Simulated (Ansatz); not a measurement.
Reaction (ligand exchange at a B–C bond): `CBBO` + H₂S → `OBBS` + CH₄

Gas-phase electronic energies from Ansatz, PBE0-D4/def2-TZVP geometries. CBS: MP2 limit from def2 TZ/QZ plus the TZ coupled-cluster correction, frozen cores. This one scheme is used for every species. DFT in def2-TZVPP. B3LYP here is the variant with VWN-RPA as its local correlation; programs differ in this. HSE06 is defined as in plane-wave codes. One conformer a species, not always the lowest.

```
             level  ΔE (kJ/mol)  difference from CCSD(T)/CBS
       LDA (SPW92)       -110.5                         -2.3
            PBE-D4       -112.2                         -4.0
         revPBE-D4       -112.5                         -4.3
           BLYP-D4       -110.9                         -2.7
         r2SCAN-D4       -111.6                         -3.4
            B97M-V       -109.7                         -1.5
           PBE0-D4       -109.8                         -1.6
          B3LYP-D4       -109.0                         -0.8
        r2SCANh-D4       -111.0                         -2.8
        r2SCAN0-D4       -110.0                         -1.8
          HSE06-D4       -109.9                         -1.7
          BHLYP-D4       -107.1                          1.1
      CAM-B3LYP-D4       -105.6                          2.6
           ωB97X-V       -105.2                          3.0
           ωB97M-V       -105.5                          2.7
            B2PLYP       -109.9                         -1.7
          PBE-QIDH       -110.4                         -2.2
            revPBE       -110.6                         -2.4
              BLYP       -108.6                         -0.4
            r2SCAN       -111.5                         -3.3
              PBE0       -108.9                         -0.7
           r2SCANh       -110.8                         -2.6
           r2SCAN0       -109.8                         -1.6
             HSE06       -109.1                         -0.9
             BHLYP       -105.0                          3.2
         CAM-B3LYP       -104.6                          3.6
           LC-ωPBE       -104.4                          3.8
RPA@PBE/def2-TZVPP       -108.5                         -0.3
      MP2/def2-SVP       -121.7                        -13.5
     CCSD/def2-SVP       -116.2                         -8.0
  CCSD(T)/def2-SVP       -119.8                        -11.6
     HF/def2-TZVPP       -100.3                          7.9
    MP2/def2-TZVPP       -113.1                         -4.9
SCS-MP2/def2-TZVPP       -109.6                         -1.4
CCSD(T)/def2-TZVPP       -109.2                         -1.0
     HF/def2-QZVPP        -99.2                          9.0
    MP2/def2-QZVPP       -112.1                         -3.9
SCS-MP2/def2-QZVPP       -108.7                         -0.5
      HF/CBS(def2)        -99.1                          9.1
     MP2/CBS(def2)       -112.1                         -3.9
       CCSD(T)/CBS       -108.2                            0
```

Largest T1 diagnostic among the species: 0.016.

In def2-TZVPP, CCSD(T) changes the Hartree–Fock value by −8.9 kJ/mol (the triples alone add −3.6 kJ/mol) and MP2 by −12.8 kJ/mol. Leaving LDA and LC-ωPBE aside and taking each functional with its dispersion term where it has one, the values spread over 7.4 kJ/mol, from revPBE-D4 to ωB97X-V. From BLYP to BHLYP (50 % exact exchange), in def2-TZVPP and without D4, ΔE moves by +3.7 kJ/mol.
